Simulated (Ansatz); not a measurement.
Pulling on the B1–F2 bond in BFHI (SMILES FBI) (multiplicity 1 held, fragments rigid). Energies count from the point at 1.312 Å.
Geometry at that point (charge 0, multiplicity 1):
```csv
atom,x (Å),y (Å),z (Å)
B,-0.2447,-1.3335,0.8064
F,0.7923,-1.7438,1.4967
H,-1.2601,-1.9458,0.8179
I,-0.0877,0.4586,-0.3457
```

Restricted levels (R-, RO-) in cc, def2 and unpolarised 6-31G sets keep to the state of the molecule at rest. U- levels take the lowest unrestricted solution at each point, which mixes spins at long bonds. Left out are points that failed, MP2 points that dive below the minimum, coupled-cluster points behind a jump of the amplitudes or a sharp parting from full CI or MRCI, small-basis points behind a change of solution, and semi-empirical points at long bonds. Curves can end on different states.

Frozen-core correlation. Filled d and f shells under p-block atoms count as core.

Programs: Ansatz (a program for electronic structure) with Gaussian orbitals. Each number belongs to the level named beside it. In def2 rows elements past Kr take small-core potentials, without spin–orbit coupling.

Energies in kcal/mol.

```csv
R (Å),U-HF/def2-SVP,R-SCS-MP2/def2-SVP,R-CCSD/def2-SVP,R-CCSDT(Q)/def2-SVP
1.049,63.3,69.9,69.5,70.3
1.180,10.2,13.2,13.0,13.4
1.312,0.0,0.0,0.0,0.0
1.443,8.9,___,6.7,6.2
1.574,26.1,21.6,22.0,21.0
1.771,56.5,49.2,50.0,48.0
1.967,86.4,___,77.6,74.5
2.295,116.6,115.5,116.4,110.8
2.623,123.8,___,144.4,135.2
3.017,126.1,169.6,165.9,150.8
3.541,127.0,189.4,left out,156.9
4.197,127.3,197.3,left out,157.2
```

Task: Some entries are withheld; supply them.

Result: 
- 1.967, R-SCS-MP2/def2-SVP: 76.6
- 1.443, R-SCS-MP2/def2-SVP: 6.5
- 2.623, R-SCS-MP2/def2-SVP: 144.8

Doubts at one or more of the structures used: a spin-contaminated determinant (U-HF/def2-SVP); a restricted determinant that unrestricted orbitals would lower (R-SCS-MP2/def2-SVP, R-CCSD/def2-SVP, R-CCSDT(Q)/def2-SVP); T1 above 0.05 (R-CCSD/def2-SVP, R-CCSDT(Q)/def2-SVP); other coupled-cluster roots lie near (R-CCSD/def2-SVP, R-CCSDT(Q)/def2-SVP).
